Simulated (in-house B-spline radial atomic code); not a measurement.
Ru IV (Ru3+) is squeezed into an impenetrable sphere of radius R (the orbitals vanish at R). Method: scalar-relativistic (X2C) Hartree-Fock, spin-polarised, averaged over the determinants with the given up and down occupations, Fermi nucleus of rms radius 4.4809 fm. Calculated with a radial B-spline atomic code at the basis-set limit.

Energies in eV above the free ion in [Kr] 4d5:

| R (bohr) | highest level (eV) | [Kr] 4d5 | [Kr] 4d4 4f1 | [Ar] 3d10 4s2 4p5 4d6 |
| --- | --- | --- | --- | --- |
| 9.76 | -46.2 | 0 | 30.29 | 44.97 |
| 6.85 | -46.2 | 0.0001397 | 30.72 | 44.97 |
| 4.76 | -46.1 | 0.0612 | 33.34 | 45.04 |
| 4.16 | -45.9 | 0.3216 | 35.56 | 45.34 |
| 3.77 | -45.6 | 0.9212 | 38.03 | 46.02 |
| 3.06 | -43.4 | 6.13 | 48.45 | 51.84 |
| 2.67 | -39.6 | 17.75 | 64.32 | 64.55 |
| 2.26 | -30 | 57.13 | 109.5 | 106.6 |
| 1.79 | 1.91 | 239 | 298.8 | 295.6 |
| 1.25 | 148 | 1461 | 1511 | 1533 |

(1) Does [Kr] 4d4 4f1 fall below [Kr] 4d5 under compression?

(2) Does [Ar] 3d10 4s2 4p5 4d6 fall below [Kr] 4d5 under compression?

The highest level is first positive in the row R = 1.79 bohr, pushed up by confinement above the zero of the free ion's potential. Each configuration is held fixed and needn't be the lowest in the sphere.

Results:

(1) No, it stays above over the whole range.

(2) No, it stays above over the whole range.
